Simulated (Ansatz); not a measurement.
Basis sets compared for CuMe2 (C₂H₆Cu). Charge 0, multiplicity 2. Geometry r2SCAN-D4/def2-TZVP. Ansatz on 4 threads of Arm Neoverse V1 on a shared host; times are rough, and most runs start from earlier orbitals.

Cartesian coordinates in Å:
```
Cu 0.0002 0.0000 0.0000
C -0.0287 1.2864 1.4361
H -0.6548 0.9269 2.2600
H -0.4323 2.2427 1.0858
H 0.9835 1.4567 1.8188
C 0.0288 -1.2864 -1.4360
H 0.5047 -2.2169 -1.1079
H 0.5891 -0.8935 -2.2915
H -0.9906 -1.5157 -1.7652
```

At r2SCAN-D4/def2-TZVP, r2SCAN-D4/def2-TZVPD the gap within one spin of the charge 0 doublet nearly closes, so an electron or hole may be smeared out by delocalisation error. No other spin state of charge 0 was run.

Binding counts from free atoms (Cu doublet, C triplet, H doublet) in the same basis, without a counterpoise term.

| level | functions | energy (Eh) | HOMO (eV) | LUMO (eV) | binding per atom (eV) | wall time |
| --- | --- | --- | --- | --- | --- | --- |
| r2SCAN-D4/def2-TZVP | 143 | -1720.2472 | -5.72 | -5.59 | 3.37 | 4.8 s |
| PBE0-D4/def2-SVP | 89 | -1719.6296 | -6.48 | -4.47 | 3.38 | 1.9 s |
| PBE0-D4/def2-TZVP (with forces) | 143 | -1719.9620 | -6.62 | -4.43 | 3.33 | 3.6 s |

Task: Estimate the rows for r2SCAN-D4/def2-TZVPD, PBE0-D4/def2-TZVPD.

Result: 
```tsv
level	functions	energy (Eh)	HOMO (eV)	LUMO (eV)	binding per atom (eV)	wall time
r2SCAN-D4/def2-TZVPD	176	-1720.2481	-5.72	-5.59	3.37	7 s
PBE0-D4/def2-TZVPD	176	-1719.9631	-6.64	-4.43	3.33	5.5 s
```
